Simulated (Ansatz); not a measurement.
Two isomers of C4H10Si: A = `C=CCC[SiH3]`, B = `C[SiH]1CCC1`.

Gas-phase electronic energies from Ansatz, PBE0-D4/def2-TZVP geometries. CBS: MP2 limit from def2 TZ/QZ plus the TZ coupled-cluster correction, frozen cores. Functionals use def2-TZVPP. B3LYP here is the variant with VWN-RPA as its local correlation; programs differ in this. One conformer a species, not always the lowest.

Which isomer does CCSD(T)/CBS put lower? Give the gap. (An estimate is asked.)

Computed: B, by 16.6 kcal/mol.

Give E(B) − E(A) in kcal/mol with MP2/def2-TZVPP, B2PLYP, B3LYP, B3LYP-D4, CCSD/def2-TZVPP, r2SCAN-D4, HF/def2-TZVPP. (Estimate.)

The calculation gave: MP2/def2-TZVPP -19.0, B2PLYP -15.6, B3LYP -14.1, B3LYP-D4 -14.1, CCSD/def2-TZVPP -16.0, r2SCAN-D4 -18.9, HF/def2-TZVPP -10.5. None reverses the order clearly.

Largest T1 diagnostic: 0.010.

From PBE to PBE0 (25 % exact exchange), in def2-TZVPP and without D4, E(B) − E(A) moves by −1.6 kcal/mol. In def2-TZVPP, CCSD(T) changes the Hartree–Fock value by −5.6 kcal/mol (the triples alone add −0.1 kcal/mol) and MP2 by −8.5 kcal/mol.
